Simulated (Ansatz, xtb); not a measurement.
# Two isomers of C4H6F4S

We compare X, `F[C@H](CCS)C(F)(F)F`, a singlet, with Y, `FCSCCC(F)(F)F`, a singlet. Both are isolated molecules in the gas phase, relaxed with PBE0-D3(BJ)/def2-SVP; each stands in its lowest conformer found.

**Question.** Estimate E(Y) − E(X) at the level CCSD(T)/def2-SVP + ΔMP2/def2-TZVPP.

**Answer.** Not settled: CCSD(T)/def2-SVP + ΔMP2/def2-TZVPP gives E(Y) − E(X) = −1.06 kcal/mol, but this leans on the basis-set step: CCSD(T) alone gives +1.96 kcal/mol.

Level by level:

| level | geometry | E(Y) − E(X) (kcal/mol) | departure from the last row (kcal/mol) | job, with rough time for the two |
| --- | --- | --- | --- | --- |
| GFN2-xTB | GFN2-xTB | −2.63 | −1.57 | optimisation, 0.23 s |
| HF/STO-3G | GFN2-xTB | −7.50 | −6.45 | single point, 0.52 s |
| r2SCAN-D4/def2-SVP | GFN2-xTB | +0.35 | +1.41 | single point, 5.3 s |
| PBE0-D3(BJ)/def2-SVP | PBE0-D3(BJ)/def2-SVP | +0.33 | +1.39 | optimisation, 65 s |
| HF/def2-SVP | PBE0-D3(BJ)/def2-SVP | +1.96 | +3.02 | part of the CCSD(T) run |
| MP2/def2-SVP | PBE0-D3(BJ)/def2-SVP | +1.29 | +2.35 | part of the CCSD(T) run |
| CCSD(T)/def2-SVP | PBE0-D3(BJ)/def2-SVP | +1.96 | +3.02 | single point |
| CCSD(T)/def2-SVP + ΔMP2/def2-TZVPP | PBE0-D3(BJ)/def2-SVP | −1.06 |  | single point, 3.7 min |

As drawn, Y has 1 C–S, 1 C–H in place of 1 C–C, 1 S–H.

HF/def2-SVP, MP2/def2-SVP, CCSD(T)/def2-SVP put the two in the other order. r2SCAN-D4/def2-SVP, PBE0-D3(BJ)/def2-SVP find them nearly level. The largest departure from CCSD(T)/def2-SVP + ΔMP2/def2-TZVPP is that of HF/STO-3G, 6.45 kcal/mol. The last row adds to CCSD(T) the change of the MP2 difference between the two basis sets, here −3.02 kcal/mol, a large step that makes the value less sure.

With thermal terms from frequencies at re-optimised GFN2-xTB minima (ideal gas, soft modes damped towards free rotors, one conformer each, 298.15 K, 1 atm): the zero-point term adds +1.18 kcal/mol; ΔH is +0.10 and ΔG −0.08 kcal/mol.

The correlated steps freeze 13 core orbitals. Mirror images aren't counted in ΔG. Run with Ansatz 0.2.0, xtb 6.7.1; the last row on 4 threads of Arm Neoverse V1 on a shared host.
